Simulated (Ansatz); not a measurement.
One change: `[OH][Al]([OH])[SeH]` becomes `[OH][Al]([OH])[F]`.

Ansatz, PBE0-D4/def2-TZVP geometries, multiplicity 1. Each molecule was computed in one conformer, which needn't be the lowest.

Scalar relativity is left out up to krypton.

| property | `[OH][Al]([OH])[SeH]` |
| --- | --- |
| HOMO energy (B3LYP/def2-TZVPP) / eV | -7.13 |
| HOMO–LUMO gap (B3LYP/def2-TZVPP) / eV | 6.20 |
| HOMO–LUMO gap (PBE0/def2-TZVPP) / eV | 6.77 |
| LUMO energy (ωB97M-V/def2-TZVPP) / eV | 0.96 |
| size of the dipole moment (PBE/def2-TZVPP) / D | 1.29 |
| HOMO–LUMO gap (ωB97M-V/def2-TZVPP) / eV | 10.49 |

(1) Give the same properties after the change, and the shifts. (Estimate.)

## Answers

(1) The calculation gave: 
| property | `[OH][Al]([OH])[F]` | shift |
| --- | --- | --- |
| HOMO energy (B3LYP/def2-TZVPP) / eV | -9.06 | -1.93 |
| HOMO–LUMO gap (B3LYP/def2-TZVPP) / eV | 7.95 | 1.75 |
| HOMO–LUMO gap (PBE0/def2-TZVPP) / eV | 8.59 | 1.82 |
| LUMO energy (ωB97M-V/def2-TZVPP) / eV | 0.84 | -0.12 |
| size of the dipole moment (PBE/def2-TZVPP) / D | 0.65 | -0.64 |
| HOMO–LUMO gap (ωB97M-V/def2-TZVPP) / eV | 12.67 | 2.18 |

With PBE0 the HOMO falls by 1.95 eV and the LUMO falls by 0.12 eV, so the gap widens by about 1.83 eV. PBE moves the HOMO by -1.40 eV and ωB97M-V by -2.30 eV. The zero-point energy changes by -14.3 kJ/mol with -3 modes. Dipoles are sizes alone; their direction can turn.

B3LYP here is the variant with VWN-RPA as its local correlation; programs differ in this.

Spin–orbit coupling is left out; it splits and shifts lone-pair levels of the heavy atoms by tenths of an eV.
